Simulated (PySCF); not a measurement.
C4H5Br, SMILES CC=C=CBr. Atoms are numbered in the order given.

```xyz
10

C     -3.3974     0.0934    -0.3205
C     -2.2583    -0.8732    -0.2228
C     -1.0121    -0.6125    -0.5357
C      0.2267    -0.3474    -0.8456
Br     1.4741     0.3373     0.4076
H     -3.0667     1.0729    -0.6907
H     -4.1772    -0.2933    -0.9966
H     -3.8689     0.2327     0.6659
H     -2.4883    -1.8845     0.1417
H      0.6532    -0.4958    -1.8407
```
Charge 0, spin multiplicity 1.

Geometry: PBE0-D3(BJ)/def2-SVP.

Computed with TDA-PBE/def2-SVPD run with PySCF.

Vertical excitations. The molecule is in vacuum.

Computed UV-visible absorptions:
```csv
state,energy (eV),λ (nm),f,main pairs
S1,4.34,286,0.000,HOMO→LUMO 99 %
S2,5.23,237,0.005,"HOMO−2→LUMO 82 %, HOMO−1→LUMO 15 %"
S3,5.54,224,0.000,"HOMO→LUMO+1 42 %, HOMO−1→LUMO 26 %, HOMO−2→LUMO 10 %, HOMO−1→LUMO+2 6 %"
S4,5.62,221,0.000,HOMO−1→LUMO+1 95 %
S5,5.91,210,0.008,HOMO−2→LUMO+1 87 %
S6,5.94,209,0.074,"HOMO→LUMO+2 69 %, HOMO−2→LUMO+1 12 %"
S7,6.20,200,0.326,"HOMO→LUMO+3 28 %, HOMO→LUMO+1 19 %, HOMO−1→LUMO 15 %, HOMO→LUMO+2 15 %"
S8,6.51,191,0.021,HOMO−3→LUMO 89 %
S9,6.59,188,0.057,"HOMO→LUMO+3 58 %, HOMO−1→LUMO+2 9 %"
S10,6.79,182,0.296,"HOMO−1→LUMO+2 44 %, HOMO−1→LUMO+3 27 %, HOMO−1→LUMO 7 %"
T1,3.91,317,0,HOMO→LUMO 100 %
T2,4.04,307,0,HOMO−1→LUMO 86 %
T3,4.30,288,0,HOMO→LUMO+1 88 %
T4,4.84,256,0,HOMO−2→LUMO 96 %
```
Triplets are in the Tamm–Dancoff approximation.
